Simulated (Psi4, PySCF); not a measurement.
Relaxed torsion scan: SMILES CC[SiH2]OC. Scanned: dihedral C2–Si3–O4–C5; all other coordinates were relaxed at GFN2-xTB. Points at φ and −φ are mirror images. Heavy atoms are numbered in the order of the SMILES CC[SiH2]OC, hydrogens after them in the order of the atoms that carry them; the mirror image has the same energies with the sign of each dihedral reversed.

PBE0-D3(BJ)/def2-TZVP // GFN2-xTB (Psi4); RKS-B3LYP/LANL2DZ = restricted B3LYP/LANL2DZ, with its core potentials past Ne // GFN2-xTB (PySCF); PBE-D3(BJ)/def2-TZVP // GFN2-xTB (Psi4).

Energies relative to the lowest point of each profile, in kcal/mol:

```json
[
 {"φ / °": "-150", "PBE0-D3(BJ)/def2-TZVP": "0.5", "RKS-B3LYP/LANL2DZ": "0.0"},
 {"φ / °": "-120", "PBE0-D3(BJ)/def2-TZVP": "1.2", "RKS-B3LYP/LANL2DZ": "0.2"},
 {"φ / °": "-90", "PBE0-D3(BJ)/def2-TZVP": "1.2", "RKS-B3LYP/LANL2DZ": "0.3"},
 {"φ / °": "-60", "PBE0-D3(BJ)/def2-TZVP": "1.1", "RKS-B3LYP/LANL2DZ": "0.5"},
 {"φ / °": "-30", "PBE0-D3(BJ)/def2-TZVP": "1.5", "RKS-B3LYP/LANL2DZ": "0.6"},
 {"φ / °": "0", "PBE0-D3(BJ)/def2-TZVP": "1.9", "RKS-B3LYP/LANL2DZ": "0.8"},
 {"φ / °": "30", "PBE0-D3(BJ)/def2-TZVP": "1.5", "RKS-B3LYP/LANL2DZ": "0.6"},
 {"φ / °": "60", "PBE0-D3(BJ)/def2-TZVP": "1.1", "RKS-B3LYP/LANL2DZ": "0.5"},
 {"φ / °": "90", "PBE0-D3(BJ)/def2-TZVP": "1.2", "RKS-B3LYP/LANL2DZ": "0.3"},
 {"φ / °": "120", "PBE0-D3(BJ)/def2-TZVP": "1.2", "RKS-B3LYP/LANL2DZ": "0.2"},
 {"φ / °": "150", "PBE0-D3(BJ)/def2-TZVP": "0.5", "RKS-B3LYP/LANL2DZ": "0.0"},
 {"φ / °": "180", "PBE0-D3(BJ)/def2-TZVP": "0.0", "RKS-B3LYP/LANL2DZ": "0.0"}
]
```

Question: Predict the corresponding PBE-D3(BJ)/def2-TZVP column.

Answer: -150: 0.5; -120: 1.1; -90: 1.0; -60: 0.9; -30: 1.3; 0: 1.8; 30: 1.3; 60: 0.9; 90: 1.0; 120: 1.1; 150: 0.5; 180: 0.0 (kcal/mol).
